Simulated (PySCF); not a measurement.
F2Ge, charge -1, doublet, at a GFN2-xTB geometry (a state made from the parent by changing its charge; the spin is typed, not shown lowest); M062X/def2-SVP in PySCF.

Input for PySCF:
```python
from pyscf import gto, scf, dft

mol = gto.M(
    atom='''
Ge    0.01273408   -0.00945855    0.40380931
F     0.85130033    1.56847282   -0.70909783
F    -0.89657706   -1.53484242   -0.72666861
''',
    basis='def2-svp',
    charge=-1,
    spin=1,
    verbose=4,
)

mf = dft.UKS(mol)
mf.xc = 'm062x'
mf.kernel()
```

Output, abridged:

```
PySCF version 2.14.0

[INPUT] verbose = 4
[INPUT] num. atoms = 3
[INPUT] num. electrons = 51
[INPUT] charge = -1
[INPUT] spin (= nelec alpha-beta = 2S) = 1
[INPUT] symmetry False subgroup None
[INPUT] Mole.unit = angstrom
[INPUT] Symbol           X                Y                Z      unit          X                Y                Z       unit  Magmom
[INPUT]  1 Ge     0.012734080000  -0.009458550000   0.403809310000 AA    0.024063923648  -0.017874069036   0.763089002450 Bohr   0.0
[INPUT]  2 F      0.851300330000   1.568472820000  -0.709097830000 AA    1.608724473452   2.963984063624  -1.340000694223 Bohr   0.0
[INPUT]  3 F     -0.896577060000  -1.534842420000  -0.726668610000 AA   -1.694285092968  -2.900431818165  -1.373204656218 Bohr   0.0

nuclear repulsion = 156.825620326535
number of shells = 24
number of NR pGTOs = 122
number of NR cGTOs = 60
basis = def2-svp
ecp = {}

******** <class 'pyscf.dft.uks.UKS'> ********
method = UKS
initial guess = minao
damping factor = 0
level_shift factor = 0
DIIS = <class 'pyscf.scf.diis.CDIIS'>
diis_start_cycle = 1
diis_space = 8
diis_damp = 0
SCF conv_tol = 1e-09
SCF conv_tol_grad = None
SCF max_cycles = 50
direct_scf = True
direct_scf_tol = 1e-13
number electrons alpha = 26  beta = 25
XC library pyscf.dft.libxc version 7.1.2
    S. Lehtola, C. Steigemann, M. J. T. Oliveira, and M. A. L. Marques,  SoftwareX 7, 1–5 (2018)
XC functionals = m062x
    Y. Zhao and D. G. Truhlar,  Theor. Chem. Acc. 120, 215 (2008)
    Y. Zhao and D. G. Truhlar,  Theor. Chem. Acc. 120, 215 (2008)
radial grids:
    Treutler-Ahlrichs [JCP 102, 346 (1995); DOI:10.1063/1.469408] (M4) radial grids

becke partition: Becke, JCP 88, 2547 (1988); DOI:10.1063/1.454033
pruning grids: <function nwchem_prune>
grids dens level: 3
symmetrized grids: False
atomic radii adjust function: <function treutler_atomic_radii_adjust>
small_rho_cutoff = 0
Set gradient conv threshold to 3.16228e-05
tot grids = 49168
init E= -2275.05884410593

cycle= 1 E= -2276.05552011221  delta_E= -0.997  |g|= 0.696  |ddm|= 1.08
cycle= 2 E= -2275.76750100203  delta_E= 0.288  |g|= 1.15  |ddm|= 1.19
cycle= 3 E= -2276.24567225058  delta_E= -0.478  |g|= 0.0396  |ddm|= 0.75
cycle= 4 E= -2276.24714603621  delta_E= -0.00147  |g|= 0.015  |ddm|= 0.0745
cycle= 5 E= -2276.24729601331  delta_E= -0.00015  |g|= 0.00786  |ddm|= 0.0285
cycle= 6 E= -2276.24733050906  delta_E= -3.45e-05  |g|= 0.00158  |ddm|= 0.00931
cycle= 7 E= -2276.24733729988  delta_E= -6.79e-06  |g|= 0.000579  |ddm|= 0.00566
cycle= 8 E= -2276.2473382267  delta_E= -9.27e-07  |g|= 0.000273  |ddm|= 0.00205
cycle= 9 E= -2276.2473385169  delta_E= -2.9e-07  |g|= 0.000161  |ddm|= 0.00124
cycle= 10 E= -2276.24733858389  delta_E= -6.7e-08  |g|= 0.000115  |ddm|= 0.000589
cycle= 11 E= -2276.24733860176  delta_E= -1.79e-08  |g|= 2.54e-05  |ddm|= 0.000355
cycle= 12 E= -2276.24733860264  delta_E= -8.81e-10  |g|= 8.01e-06  |ddm|= 6.12e-05
Extra cycle  E= -2276.24733860274  delta_E= -9.46e-11  |g|= 5.37e-06  |ddm|= 1.58e-05
converged SCF energy = -2276.24733860274  <S^2> = 0.75894617  2S+1 = 2.0089262
```
